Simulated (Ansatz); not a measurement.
Start from `CNC` and change one element to get `[CH3][SbH][CH3]`.

Ansatz, PBE0-D4/def2-TZVP geometries, multiplicity 1. 

Elements past krypton have def2 core potentials.

```json
{"property": "size of the dipole moment (B3LYP/def2-TZVPP) / D", "`CNC`": "0.93"}
{"property": "size of the dipole moment (ωB97M-V/def2-TZVPP) / D", "`CNC`": "0.96"}
{"property": "LUMO energy (ωB97M-V/def2-TZVPP) / eV", "`CNC`": "2.65"}
{"property": "zero-point energy (PBE0-D4/def2-TZVP) / kJ/mol", "`CNC`": "242.9"}
{"property": "ideal-gas entropy at 298 K and 1 bar (rigid rotor, harmonic PBE0-D4/def2-TZVP) / J/(mol·K)", "`CNC`": "271"}
{"property": "HOMO energy (PBE/def2-TZVPP) / eV", "`CNC`": "-4.93"}
```

Question: What does the change do to each property? (Best estimate.)

Answer: Computed: 
```tsv
property	`[CH3][SbH][CH3]`	shift
size of the dipole moment (B3LYP/def2-TZVPP) / D	0.69	-0.24
size of the dipole moment (ωB97M-V/def2-TZVPP) / D	0.69	-0.27
LUMO energy (ωB97M-V/def2-TZVPP) / eV	1.51	-1.14
zero-point energy (PBE0-D4/def2-TZVP) / kJ/mol	208.4	-34.5
ideal-gas entropy at 298 K and 1 bar (rigid rotor, harmonic PBE0-D4/def2-TZVP) / J/(mol·K)	326	55
HOMO energy (PBE/def2-TZVPP) / eV	-5.68	-0.75
```

With PBE0 the HOMO falls by 0.31 eV and the LUMO falls by 1.22 eV, so the gap narrows by about 0.91 eV. PBE moves the HOMO by -0.75 eV and ωB97M-V by -0.02 eV. Dipoles are sizes alone; their direction can turn.

B3LYP here is the variant with VWN-RPA as its local correlation; programs differ in this.

Spin–orbit coupling is left out; it splits and shifts lone-pair levels of the heavy atoms by tenths of an eV.
